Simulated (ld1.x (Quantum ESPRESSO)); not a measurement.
Configuration tests for gallium (TM semilocal)

| Item | Value |
| --- | --- |
| Element | Ga |
| Generator | ld1.x (Quantum ESPRESSO) 7.5 |
| Type | norm-conserving Troullier–Martins (semilocal form) |
| Functional | LDA (PZ) |
| Relativity | scalar-relativistic |
| Frozen core | [Ar] |
| Valence charge | 13 |
| Reference configuration | 3d10 4s2 4p1 |
| Partial waves | 4s (bound): rc 1.50 bohr; 4p (bound): rc 2.00 bohr; 4f channel at 0.15 Ry: rc 2.05 bohr; 3d (bound): rc 0.85 bohr |
| Local potential | the d channel |
| Core correction | none |

Energies are relative to the spin-unpolarised reference configuration 3d10 4s2 4p1; without spin polarisation the order of configurations can differ from experiment. Spin-polarised rows fill each open shell by Hund’s rule, majority spin first.

Question: Give the all-electron excitation energy and the error of the potential for: 3d10 4s2 4p0; 3d10 4s1 4p0; 3d10 4s0 4p0; 3d10 4s1 4p1; 3d9 4s2 4p2; 3d10 4s2 4p0.5; 3d10 4s2 4p1.3; 3d10 4s2 4p1 (spin-polarised); 3d10 4s1 4p0 (spin-polarised).

Answer:

```csv
valence configuration,charge,ΔE all-electron (eV),error AE − PS (meV)
3d10 4s2 4p0,+1,5.888,-0.9
3d10 4s1 4p0,+2,27.391,+0.2
3d10 4s0 4p0,+3,58.991,+6.5
3d10 4s1 4p1,+1,13.338,+1.4
3d9 4s2 4p2,0,20.402,-279
3d10 4s2 4p0.5,+0.5,2.120,-0.2
3d10 4s2 4p1.3,-0.3,-0.578,+0.1
3d10 4s2 4p1 (spin-polarised),0,-0.134,+1.4
3d10 4s1 4p0 (spin-polarised),+2,27.084,+12
```
